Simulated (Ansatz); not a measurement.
Ansatz (an electronic-structure program) input:

Ansatz 0.2 input:
```yaml
crystal:
  periodic: [false, false, false]
  atoms:
    - {symbol: B, position_ang: [-0.03729675, -0.22940112, 0.44153024]}
    - {symbol: N, position_ang: [-1.22009342, 0.20408052, -0.19621032]}
    - {symbol: N, position_ang: [1.24644259, -0.04201465, -0.11571920]}
    - {symbol: H, position_ang: [-0.12665080, -0.77899114, 1.49933070]}
    - {symbol: H, position_ang: [-1.24762823, 0.67438679, -1.08509973]}
    - {symbol: H, position_ang: [-2.12639170, 0.06443911, 0.21115703]}
    - {symbol: H, position_ang: [1.42358494, 0.40787024, -0.99792933]}
    - {symbol: H, position_ang: [2.07912532, -0.35516046, 0.34839677]}
basis:
  gaussian:
    orbitals: def2-TZVPD
hamiltonian:
  xc: {name: wB97M-V}
total_charge: 1
magnetization: {spin_polarized: true, initial_magnetization: 1}
```

Problem. Predict the final energy.

Solution. -137.09255 Eh (wB97M-V/def2-TZVPD). The basis has 156 functions.

This state (charge 1, doublet) is run at the relaxed geometry of the species with charge 0 and multiplicity 1.
